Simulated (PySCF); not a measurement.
Vertical excitations of a molecule C₃H₉GeN from TDA-PBE/def2-SVPD (PySCF), as energy in eV (oscillator strength): 4.75 (0.001), 4.85 (0.010), 5.14 (0.004), 5.39 (0.003), 6.34 (0.016), 6.42 (0.006), 6.46 (0.011), 6.47 (0.001), 6.65 (0.013), 6.72 (0.026). Lowest triplet (TDA): 4.69 eV. Coordinates come from a PBE0-D3(BJ)/def2-SVP optimisation. The values are those of a single conformer.

### Question
Identify the compound among the candidates.
A. [NH2][GeH]1[CH2]C[CH2]1
B. [CH3][GeH]1[CH2]N[CH2]1
C. NC/C=[CH]/[GeH3]
D. N[C]1([GeH3])CC1

### Answer
B, [CH3][GeH]1[CH2]N[CH2]1
